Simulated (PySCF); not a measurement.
Computed Raman spectrum (relative Raman activity) of a molecule C2H4F2OSi. Geometry optimised at PBE-D3(BJ)/def2-SVP. One conformer was computed; it need not be the lowest. These are PBE-D3(BJ)/def2-SVP (PySCF) values and carry that method's errors. Frequencies are harmonic and unscaled.

Lines under 2 % of the strongest are left out, and lines within 2 cm⁻¹ are merged.

| ν (cm⁻¹) | relative intensity |
|---|---|
| 454 | 2.7 |
| 514 | 8.5 |
| 581 | 4.0 |
| 671 | 3.4 |
| 850 | 2.7 |
| 898 | 9.5 |
| 906 | 9.7 |
| 1278 | 2.7 |
| 1315 | 5.2 |
| 1753 | 8.5 |
| 2177 | 100 |
| 2193 | 42 |
| 2200 | 35 |
| 2999 | 73 |

Q: Which molecule gave these data?
(A) C[Si](F)(F)C=O
(B) O=C([SiH3])C(F)F
(C) CC(=O)[SiH](F)F
(D) F/C=C\O[SiH2]F

A: B, O=C([SiH3])C(F)F
